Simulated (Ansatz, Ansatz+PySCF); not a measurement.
```csv
atom,x (Å),y (Å),z (Å)
Ti,-0.0424,0.0219,-0.3737
O,-0.0202,1.3567,0.5682
O,-0.0139,-1.3736,0.5339
```

Basis set: def2-SVP (spherical functions). Frozen core: 7 orbitals. Charge 0, multiplicity 1.

Computed with Ansatz (development build ahead of 0.2.0); each method stands on the lowest determinant of its kind that the runs found. Restricted open shells among the atoms or ions are ROHF, correlated in semicanonical orbitals with singles. Restricted functionals stand beside restricted open-shell atoms, which can lie above the unrestricted atoms usual in DFT and then raise those values.

The atomization energy at this shape (free ground-state atoms in the same class of orbitals less the molecule, no zero-point energy) of singlet TiO2:

```
               method  atomization energy
 ωB97X (unrestricted)            12.72 eV
  r²SCAN (restricted)            14.40 eV
r²SCAN (unrestricted)            14.13 eV
   PBE (unrestricted)            15.19 eV
     PBE (restricted)            15.33 eV
  PBE0 (unrestricted)            12.83 eV
    PBE0 (restricted)            12.98 eV
              RHF-MP2            13.85 eV
          RHF-CCSD(T)            11.99 eV
             RHF-CCSD            10.72 eV
                  UHF             3.71 eV
                  RHF             3.86 eV
```

Task: What does ωB97X (restricted) give?

Result: 12.89 eV. Caution: another spin multiplicity may lie lower. Caution for r²SCAN (unrestricted), PBE (unrestricted): a free atom is spin contaminated. Caution for RHF-MP2, RHF-CCSD(T), RHF-CCSD: large share of triples, a single reference is doubtful. Caution for UHF: the unrestricted determinant is a mixture of spin states.
